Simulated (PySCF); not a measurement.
C₄H₁₄AlN.
Z-matrix (Å and degrees, PBE0-D3(BJ)/def2-SVP geometry), rows numbered from 1:
```
C 
Al  1  1.9813
N   2  2.0887  1  104.54
C   3  1.4672  2  107.27  1   178.68
C   3  1.4667  2  109.07  1   -61.85
C   3  1.4662  2  109.18  1    59.13
H   1  1.1037  2  113.84  3   -62.93
H   1  1.1039  2  113.79  3    61.02
H   1  1.1045  2  108.99  3   178.97
H   2  1.6133  1  116.93  3   107.56
H   2  1.6133  1  116.98  3  -107.43
H   4  1.0983  3  109.33  2   -59.97
H   4  1.1046  3  110.82  2   179.30
H   4  1.0985  3  109.35  2    58.57
H   5  1.0984  3  109.36  2   -57.62
H   5  1.0981  3  109.57  2    61.22
H   5  1.1045  3  110.88  2  -178.28
H   6  1.0980  3  109.61  2   -62.39
H   6  1.0987  3  109.37  2    56.46
H   6  1.1045  3  110.88  2   177.06
```

Lines to be assigned: C 1s: 288.88 (area 1), 292.06 (area 3) eV; N 1s: 406.45 eV; Al 1s: 1564.92 eV.

Method used: delta-SCF UKS SCAN, pcX-2 on the ionised atom, pcseg-1 elsewhere, spin-free X2C (PySCF). Isolated species at its PBE0-D3(BJ)/def2-SVP geometry, gas phase.

Question: Assign the C 1s lines to atoms.

Answer: 288.88 eV: C1 (methyl carbon); 292.06 eV: C4/C5/C6 (N-methyl carbon). Lowest listed C 1s: C1, bonded to 3 H and Al. Highest, 3.18 eV above it: C4/C5/C6, bonded to N and 3 H. Summing the Pauling electronegativity differences to the bonded atoms, each weighted by its formal bond order, gives -1.99 for the lowest site and -0.56 for the highest.

Bonded neighbours of each site: C1: 3 H and Al; Al2: N, C and 2 H; N3: 3 C and Al; C4/C5/C6: N and 3 H.

Question: Express the binding energy of Al 1s of Al2 in atomic units and per mole.

Answer: 1564.92 eV = 57.5097 Eh = 150992 kJ/mol.

One atom of each set of topologically equivalent atoms was ionised and stands for the set; in this conformer not all members are related by symmetry, and their own values weren't computed.

Hardware: one thread, x86-64 server, shared host. Cost: 56 s of wall time.
